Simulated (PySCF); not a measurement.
Compound: C7H9O2 (doublet state).
Z-matrix (Å and degrees, GFN2-xTB geometry), rows numbered from 1:
```
C 
C   1  1.4981
O   2  1.2058  1  124.64
C   2  1.5205  1  113.48  3  -176.78
C   4  1.5268  2  112.31  1  -167.47
C   5  1.5339  4  104.23  2   -84.97
C   6  1.4683  5  104.52  4   -27.00
C   7  1.4142  6  112.13  5    17.21
O   8  1.2230  4  124.09  2   -76.77
H   1  1.0901  2  108.74  3   129.19
H   1  1.0866  2  110.62  3     7.82
H   1  1.0884  2  109.60  3  -112.88
H   4  1.0895  2  110.03  1   -38.12
H   5  1.0905  4  110.04  2   156.94
H   5  1.0892  4  111.56  2    35.86
H   6  1.1000  5  108.92  4    89.36
H   6  1.0915  5  114.07  4  -151.48
H   7  1.0756  6  124.44  5  -164.67
```

The hyperfine couplings belong to this conformer and change with its torsions.

As a line formula: `CC(=O)[C@@H]1CC[CH]C1=O` [radical].

Method used: UKS B3LYP, pcH-1 on C H O, non-relativistic, mean-field spin-orbit, GIAO in PySCF. The structure is a single GFN2-xTB conformer in the gas phase; no vibrational or solvent corrections. A GFN2-xTB geometry isn't a minimum of the functional, and hyperfine couplings can be far from their values at a DFT geometry. The SCF solution wasn't tested for stability.

Break the g tensor into its mass correction, gauge correction and orbital-Zeeman/spin–orbit terms.

```json
{"Δg (ppt)": "relativistic mass correction", "1": "-0.19", "2": "-0.19", "3": "-0.19"}
{"Δg (ppt)": "gauge correction", "1": "-0.01", "2": "0.03", "3": "0.03"}
{"Δg (ppt)": "orbital Zeeman/spin–orbit", "1": "0.09", "2": "1.91", "3": "5.63"}
{"Δg (ppt)": "total", "1": "-0.11", "2": "1.75", "3": "5.47"}
```

So g = 2.00221, 2.00407, 2.00779 and g_iso = 2.00469; the tensor is rhombic: the two nearest values differ by 33 % of g3 − g1. Axes: g2 points within 5° of the C7–H18 bond.

What are the electron Larmor frequencies g μB B/h along the three axes at 3350 mT?

93.8787, 93.9657, 94.1402 GHz for g1, g2 and g3, a range of 261.6 MHz.

What effective moment and Curie constant follow for a powder?

With the mean of g² = 4.0188 and S(S+1) = 0.75: μ_eff = √(⟨g²⟩S(S+1)) = 1.736 μB and χT = 0.12505·⟨g²⟩·S(S+1) = 0.377 cm³ K/mol (cgs; spin-Hamiltonian part alone).

Average each term over the three axes. Which is largest in size?

The orbital-Zeeman/spin–orbit term 2.54, the mass correction -0.19 and the gauge correction 0.02 ppt, for a total of 2.37 ppt. The orbital-Zeeman/spin–orbit term is the largest in size. The mass correction is the same along every axis, so the anisotropy comes from the other two: their spans along these axes are 0.04 (gauge) and 5.54 ppt (orbital Zeeman/spin–orbit).

In a frozen sample, at which fields do the three g values resonate at 9.5, 34, 94 and 263 GHz (hyperfine left aside), and which band first spreads them over more than twice a line width of 0.3 mT?

```json
{"band": "X", "GHz": "9.5", "B(g3) mT": "338.06", "B(g2) mT": "338.69", "B(g1) mT": "339.00", "spread mT": "0.94"}
{"band": "Q", "GHz": "34.0", "B(g3) mT": "1209.90", "B(g2) mT": "1212.14", "B(g1) mT": "1213.27", "spread mT": "3.37"}
{"band": "W", "GHz": "94.0", "B(g3) mT": "3345.01", "B(g2) mT": "3351.22", "B(g1) mT": "3354.33", "spread mT": "9.32"}
{"band": "J", "GHz": "263.0", "B(g3) mT": "9358.91", "B(g2) mT": "9376.29", "B(g1) mT": "9384.99", "spread mT": "26.07"}
```

The spread grows in proportion to the frequency. X band is the first where it exceeds 0.6 mT.

Largest spin populations (Mulliken): C7 (+0.78), O9 (+0.29), C8 (-0.08) and C6 (-0.07). The angles at C7 add up to 360.0°, so it is planar; its axial dipolar tensor and the negative coupling of its proton fit spin in a p orbital normal to that plane.

The HOMO–LUMO gaps are 5.69 eV among the α and 3.28 eV among the β orbitals.
